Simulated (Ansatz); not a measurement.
H6Si4, SMILES `[SiH]1=[SiH][SiH2][SiH2]1` (charge 0, multiplicity 1).

Cartesian coordinates (Å):
```xyz
10

Si     0.4463     1.7048     0.2307
Si     1.7420     0.0012     0.3527
Si     0.0273    -1.4693    -0.1195
Si    -1.3974     0.4011    -0.2455
H      0.6408     3.1695     0.3919
H      3.1907    -0.1824     0.6293
H     -0.3115    -2.4363     0.9615
H      0.1622    -2.2315    -1.3919
H     -2.0166     0.6202    -1.5823
H     -2.4838     0.4226     0.7731
```
Charge 0, spin multiplicity 1.

Frozen-core energies in 6-31g from Ansatz (an electronic-structure program) at a geometry from PBE0-D3(BJ)/def2-TZVP; the HF reference has <S^2> = 0.00 (restricted, and unstable towards unrestricted orbitals) and the T1 diagnostic is 0.009.

```tsv
level	energy (Ha)
HF	-1158.94407
MP2	-1159.15981
CCSD	-1159.21357
CCSD(T)	-1159.22125
```

Estimate the energies of CCSDT and CCSDT(Q), and give each level's difference from CCSDT(Q).


| level | energy (Ha) | difference from CCSDT(Q) (mHa) |
|---|---|---|
| MP2 | -1159.15981 | 63.33 |
| CCSD | -1159.21357 | 9.57 |
| CCSD(T) | -1159.22125 | 1.89 |
| CCSDT | -1159.22247 | 0.67 |
| CCSDT(Q) | -1159.22314 | 0.00 |
